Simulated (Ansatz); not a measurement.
Isomers of MgZn$_{2}$⁺ (doublet), relaxed with PBE/def2-TZVP; total energies from Ansatz at PBE0/def2-TZVP.

| isomer | description | energy (Eh) |
| --- | --- | --- |
| A | point group D∞h; 2 × Mg–Zn 2.85 Å | -3758.03338 |
| B | point group C∞v; 1 × Mg–Zn 2.80 Å; 1 × Zn–Zn 2.67 Å | -3758.03445 |

The isomers come from a short search, and lower ones may exist.

Work out the relative energies (1 Eh = 2625.5 kJ/mol) and the Boltzmann populations at 298 K from electronic energies alone (R = 8.314 J/mol/K).

ΔE: A 2.8, B 0.0 kJ/mol. RT = 2.48 kJ/mol. Factors exp(−ΔE/RT): A 0.323, B 1; sum 1.323. Populations: A 24.4 %, B 75.6 %. Zero-point energy, vibrational entropy and symmetry numbers are left out and can shift these; an error of 4 kJ/mol changes a ratio by a factor of 5.0. Over the other density-functional and correlated levels in def2 sets, the gap between B and A ranges from 0 to 5 kJ/mol.
